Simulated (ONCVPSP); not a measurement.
**u(r) = r·R(r): atom against pseudo-atom (nickel (Ni))**

Columns: radius, all-electron u(r) and pseudo u(r) of the 3s shell (level -111.06 eV) of nickel in the configuration [Ne] 3s2 3p6 3d8 4s2; PBE, scalar-relativistic, ONCV scheme, ONCVPSP 4.0.1.

```tsv
r (bohr)	all-electron	pseudo
0.065	0.0668	0.1763
0.130	-0.5894	0.3502
0.195	-0.6477	0.5186
0.260	-0.2944	0.6780
0.325	0.1864	0.8236
0.390	0.6267	0.9503
0.455	0.9586	1.0529
0.520	1.1703	1.1270
0.585	1.2754	1.1697
0.650	1.2984	1.1803
0.715	1.2636	1.1605
0.780	1.1910	1.1138
0.845	1.0969	1.0458
0.910	0.9927	0.9627
0.975	0.8863	0.8710
1.040	0.7830	0.7764
1.105	0.6859	0.6836
1.170	0.5967	0.5961
1.235	0.5161	0.5160
1.300	0.4444	0.4443
1.365	0.3811	0.3811
1.430	0.3258	0.3257
1.495	0.2777	0.2776
1.560	0.2362	0.2361
1.625	0.2004	0.2003
1.690	0.1697	0.1697
```

(1) How many radial nodes do the two functions have?

(2) At about which radius was the pseudo-wave matched?

(3) Is the pseudo-wave norm-conserving?

Results:

(1) The all-electron 3s function has n − l − 1 = 2; the pseudo-wave has 0, since the states of the same l below it are removed with the core.

(2) 1.30 bohr, where the columns begin to agree (steps of 0.07 bohr).

(3) Yes: the ONCV scheme keeps the norm inside the radius equal to the all-electron one, which fixes the energy derivative of the logarithmic derivative at the level.
